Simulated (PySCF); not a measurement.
# Reading the logs of faulty runs: C2GeH6Si

These are calculations, not measurements. The program is PySCF 2.14.0, an open-source quantum chemistry code, run on an isolated molecule that a program drew, which may never have been made. The molecule is C2GeH6Si (charge 0, singlet), drawn as the SMILES string `C[CH]=[GeH][SiH]`.

Each row is a Hartree-Fock (HF) and frozen-core CCSD(T) single point in the cc-pV(D+d)Z basis, meant for a local HF minimum. Run 1 is clean. Each other run has one planted mistake out of seven kinds, and not every kind appears here: one electron removed, one electron added, multiplicity raised by two, geometry at a saddle point, minimal basis STO-3G, one bond length entered in bohr, all coordinates scaled. The reference is restricted for singlets and unrestricted otherwise, and also for a bond in bohr. Adding or removing an electron swaps singlet and doublet. Electrons count all cores. HOMO and LUMO are orbital energies over both spins, the gradient is its largest component, and the lowest frequency (negative if imaginary) is given only where the gradient is small. Bond lengths are over the 9 bonds as drawn. T1 is the CCSD diagnostic: over 0.02 (restricted) or 0.045 (unrestricted) a single reference is doubtful. Germanium has the cc-pVDZ-PP basis, with a core potential (ECP10MDF) in place of its 10 inner electrons, and its 3s, 3p and 3d shells are frozen in CCSD(T).

Geometry of the clean run:
```xyz
10
C2GeH6Si, angstrom
C    -3.6260    0.3018    1.1914
C    -2.6548   -0.4653    0.3453
Ge   -0.8703   -0.2737    0.2235
Si    0.4576    1.3137    1.4258
H    -4.3797    0.7872    0.5624
H    -3.1423    1.0671    1.7970
H    -4.1663   -0.3754    1.8613
H    -3.1060   -1.2386   -0.2729
H    -0.2257   -1.2532   -0.7591
H    -0.7526    1.8812    2.1336
```

| run | electrons | basis functions | <S^2> | HOMO (eV) | LUMO (eV) | gradient (hartree/bohr) | lowest frequency (cm^-1) | mean bond (Å) | longest bond (Å) | T1 | HF (hartree) | CCSD(T) (hartree) | mistake |
|---|---|---|---|---|---|---|---|---|---|---|---|---|---|
| 1 | 64 | 104 | 0.000 | -7.73 | -0.21 | 1.3e-05 | 122 | 1.4557 | 2.393 | 0.0174 | -661.42986 | -661.97280 | no fault |
| 2 | 64 | 104 | 0.000 | -7.25 | -0.41 | 3.9e-02 | - | 1.5722 | 2.585 | 0.0199 | -661.38028 | -661.94326 | all coordinates scaled |
| 3 | 64 | 104 | 2.430 | -7.59 | -0.29 | 4.8e-02 | - | 1.4557 | 2.393 | 0.0449 | -661.42282 | -661.92921 | multiplicity raised by two |
| 4 | 63 | 104 | 1.297 | -14.41 | -5.98 | 5.2e-02 | - | 1.4557 | 2.393 | 0.0667 | -661.19569 | -661.67804 | ? |

**Which mistake was planted in run 4, and what did it cost?**

It counts 63 electrons, one fewer than the clean run, at the same geometry and basis. So the mistake is: one electron removed. Subtracting run 1 and multiplying by 627.51 kcal/mol a hartree, the energy moved by 146.9 kcal/mol in HF and 185.0 kcal/mol in CCSD(T).

Cautions from the logs. Run 4: T1 is over the limit, so its CCSD(T) energy is less reliable.
